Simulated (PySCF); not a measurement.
Atomic charges by several schemes

Compound: C7H7N3.
SMILES with atom numbers: `[N:1]#[C:2][c:3]1[cH:4][cH:5][n:6][n:7]1[CH:8]1[CH2:9][CH2:10]1` (hydrogens: H11 on C4; H12 on C5; H13 on C8; H14, H15 on C9; H16, H17 on C10)

Geometry (GFN2-xTB, Å), atoms numbered from 1 in this order:
```
atom  x, y, z in Å
N1     0.763    3.106    1.554
C2     0.984    2.135    0.982
C3     1.253    0.954    0.285
C4     2.454    0.458   -0.214
C5     2.103   -0.753   -0.808
N6     0.805   -0.985   -0.688
N7     0.297    0.039   -0.033
C8    -1.087    0.122    0.273
C9    -1.828   -1.148    0.579
C10   -2.072   -0.435   -0.714
H11    3.419    0.916   -0.150
H12    2.733   -1.459   -1.312
H13   -1.326    1.026    0.818
H14   -2.586   -1.122    1.346
H15   -1.256   -2.062    0.538
H16   -3.001    0.095   -0.857
H17   -1.662   -0.876   -1.608
```

Density: PBE0/pcSseg-1 (PySCF); schemes: Mulliken, IAO, Hirshfeld and ESP-fitted. One conformer (not necessarily the lowest) at the GFN2-xTB geometry, without solvent, vibrations or thermal averaging.

**Question.** Tabulate the Mulliken, IAO, Hirshfeld and ESP-fitted charges.

**Answer.** In e:

```json
{"atom": "N1", "environment": "nitrile nitrogen", "Mulliken": "-0.234", "IAO": "-0.228", "Hirshfeld": "-0.207", "ESP-fitted": "-0.454"}
{"atom": "C2", "environment": "nitrile carbon", "Mulliken": "+0.089", "IAO": "+0.129", "Hirshfeld": "+0.074", "ESP-fitted": "+0.417"}
{"atom": "C3", "environment": "substituted aromatic carbon", "Mulliken": "+0.433", "IAO": "-0.007", "Hirshfeld": "+0.031", "ESP-fitted": "-0.186"}
{"atom": "C4", "environment": "aromatic CH carbon", "Mulliken": "-0.305", "IAO": "-0.215", "Hirshfeld": "-0.077", "ESP-fitted": "-0.261"}
{"atom": "C5", "environment": "aromatic CH next to a ring nitrogen", "Mulliken": "+0.179", "IAO": "-0.071", "Hirshfeld": "-0.021", "ESP-fitted": "-0.049"}
{"atom": "N6", "environment": "pyridine-type nitrogen", "Mulliken": "-0.215", "IAO": "-0.236", "Hirshfeld": "-0.107", "ESP-fitted": "-0.340"}
{"atom": "N7", "environment": "pyrrole-type nitrogen", "Mulliken": "-0.512", "IAO": "+0.077", "Hirshfeld": "+0.064", "ESP-fitted": "+0.500"}
{"atom": "C8", "environment": "sp3 carbon bound to nitrogen", "Mulliken": "+0.017", "IAO": "-0.049", "Hirshfeld": "+0.010", "ESP-fitted": "-0.342"}
{"atom": "C9", "environment": "three-membered-ring carbon", "Mulliken": "-0.188", "IAO": "-0.291", "Hirshfeld": "-0.085", "ESP-fitted": "-0.258"}
{"atom": "C10", "environment": "three-membered-ring carbon", "Mulliken": "-0.188", "IAO": "-0.291", "Hirshfeld": "-0.085", "ESP-fitted": "-0.259"}
{"atom": "H11", "environment": "aromatic hydrogen", "Mulliken": "+0.094", "IAO": "+0.179", "Hirshfeld": "+0.066", "ESP-fitted": "+0.212"}
{"atom": "H12", "environment": "aromatic hydrogen", "Mulliken": "+0.096", "IAO": "+0.174", "Hirshfeld": "+0.066", "ESP-fitted": "+0.175"}
{"atom": "H13", "environment": "methine hydrogen", "Mulliken": "+0.139", "IAO": "+0.172", "Hirshfeld": "+0.059", "ESP-fitted": "+0.231"}
{"atom": "H14", "environment": "methylene hydrogen", "Mulliken": "+0.142", "IAO": "+0.158", "Hirshfeld": "+0.056", "ESP-fitted": "+0.165"}
{"atom": "H15", "environment": "methylene hydrogen", "Mulliken": "+0.156", "IAO": "+0.171", "Hirshfeld": "+0.050", "ESP-fitted": "+0.141"}
{"atom": "H16", "environment": "methylene hydrogen", "Mulliken": "+0.142", "IAO": "+0.158", "Hirshfeld": "+0.056", "ESP-fitted": "+0.168"}
{"atom": "H17", "environment": "methylene hydrogen", "Mulliken": "+0.155", "IAO": "+0.170", "Hirshfeld": "+0.050", "ESP-fitted": "+0.140"}
```

Mean size of the charges over all atoms: ESP-fitted 0.253 e, Mulliken 0.193 e, IAO 0.163 e, Hirshfeld 0.069 e. Each set sums to the total charge, 0, to within 0.001 e. The Hirshfeld scheme divides the density at each point in proportion to the densities of the neutral, spherically averaged free atoms.

Lowest charge. The schemes don't all agree: Mulliken N7 (-0.512); IAO C9 and C10 (-0.291); Hirshfeld N1 (-0.207); ESP-fitted N1 (-0.454).

Highest charge. The schemes don't all agree: Mulliken C3 (+0.433); IAO H11 (+0.179); Hirshfeld C2 (+0.074); ESP-fitted N7 (+0.500).

**Question.** How many electrons does the ESP-fitted scheme count on N1?

**Answer.** Z − q = 7 − (-0.454) = 7.454.

**Question.** Sum the charges by element.

**Answer.** 
```csv
element,atoms,Mulliken,IAO,Hirshfeld,ESP-fitted
N,3,-0.962,-0.388,-0.251,-0.294
C,7,+0.038,-0.795,-0.152,-0.937
H,7,+0.924,+1.182,+0.403,+1.232
```

**Question.** How closely do the schemes follow one another over all atoms?

**Answer.** Correlation coefficient and root-mean-square difference: IAO with Hirshfeld 0.90, 0.113 e; Hirshfeld with ESP-fitted 0.84, 0.216 e; IAO with ESP-fitted 0.83, 0.163 e; Mulliken with IAO 0.56, 0.196 e; Mulliken with Hirshfeld 0.53, 0.198 e; Mulliken with ESP-fitted 0.19, 0.326 e.
